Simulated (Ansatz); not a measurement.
Molecule: CH2ClF2Si, net charge 0, doublet state. It need not be the lowest isomer of its formula. SMILES: [CH2][Si](F)(F)Cl
Structure (B3LYP-D3(BJ)/def2-TZVP (Ansatz, a program for electronic structure) minimum search):
```xyz
7

C     -1.9698     0.1315     0.0967
Si    -0.1631     0.2562     0.1820
F      0.3370     0.1624     1.6837
F      0.3334     1.6433    -0.4041
Cl     0.7734    -1.2212    -0.8676
H     -2.5409     0.5975    -0.6966
H     -2.5383    -0.4641     0.8001
```
Charge 0, spin multiplicity 2.

Parts of the frozen-core correlation energy in STO-3G (Ansatz, hartree). Frozen orbitals: 13; correlated occupied orbitals by spin: 16 and 15; virtual: 6 and 7. UHF or UKS for open shells. No spin-orbit coupling. Non-relativistic.

| term | value |
|---|---|
| reference (HF) | -974.89588 |
| MP2 opposite-spin | -0.08426 |
| MP2 same-spin | … |
| CCSD correlation | … |
| (T) | … |
| T1 diagnostic | 0.010 |
| largest doubles amplitude | 0.037 |
| <S^2> of the reference | 0.765 |

**Question.** Fill in the missing entries.

**Answer.** 
- MP2 same-spin, value: -0.01489
- CCSD correlation, value: -0.12784
- (T), value: -0.00463
